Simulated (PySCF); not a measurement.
# Converging GaF⁺ in the basis (PBE0)

PySCF, UKS reference; doublet, unpaired electrons σ ↑; De to Ga⁺ + F without counterpoise correction.

```csv
basis,relativity,functions,Re (Å),ωe (cm⁻¹),De (eV),μ (D)
aug-cc-pVDZ-PP/aug-cc-pVDZ,scalar-relativistic core potentials,55,1.728,665,1.29,-3.68
cc-pVTZ-PP/cc-pVTZ,scalar-relativistic core potentials,69,1.707,702,1.46,-3.59
def2-TZVPPD,no relativity,94,1.706,717,1.62,-3.66
```

**Question.** How does each smaller set differ from the one with most functions, def2-TZVPPD?

**Answer.** aug-cc-pVDZ-PP/aug-cc-pVDZ: +2.2 pm, -7.3 % in ωe, -0.33 eV in De; cc-pVTZ-PP/cc-pVTZ: +0.1 pm, -2.1 % in ωe, -0.16 eV in De. All at PBE0; the set with most functions is neither the basis-set limit nor always the best. The rows treat relativity differently, so the differences are not basis effects alone.

A positive dipole points towards F; it is taken about the centre of mass and depends on that origin. Spin–orbit coupling is left out. For an ion De counts to the pair picked by the measured ionisation energies or electron affinities, which need not be the lowest pair at this level. The state is the lowest determinant that a PBE0 search found; another state may lie lower at other levels.
